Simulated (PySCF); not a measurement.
# Dipole response of Sb⁺ (antimony, charge +1)

[Kr] 4d10 5s2 5p2, high-spin 3P determinant. Calculation: PySCF 2.14, in aug-cc-pwCVTZ-DK3 with one added diffuse shell each of s, p, d, f type (11s10p8d5f1g, 125 functions); the spin-free X2C one-electron Hamiltonian (Gaussian nucleus). Coupled (time-dependent) response in atomic units; α is the mean over directions.

| method | mean α (bohr³) | α xx, yy, zz | C₆ (like pair) | S(−4) |
| --- | --- | --- | --- | --- |
| revPBE | 25.59 | 23.42, 26.67, 26.67 | 212.4 | 176.1 |

S(−4) is the Cauchy moment in α(ω) = α(0) + S(−4) ω² + …

Spin-orbit coupling is absent.

α(iu) at revPBE:

```tsv
u (hartree)	α(iu) (bohr³)
0	25.59
0.0500	25.15
0.100	23.96
0.200	20.28
0.300	16.37
0.500	10.61
0.750	6.775
1.00	4.796
1.50	2.924
2.00	2.050
3.00	1.211
5.00	0.5768
```

A single London oscillator, α(iu) = α/(1 + u²/ω²), gives C₆ = (3/4) ω α². Matching the computed C₆ needs ω = 4 × 212.4 / (3 × 25.59²) = 0.432 hartree.

For an ion, C₆ is the dispersion term alone; charge-induced terms of lower order in 1/R come first.

The components differ because the open shell of this determinant is not spherical; for a pure term their mean is the scalar polarisability.
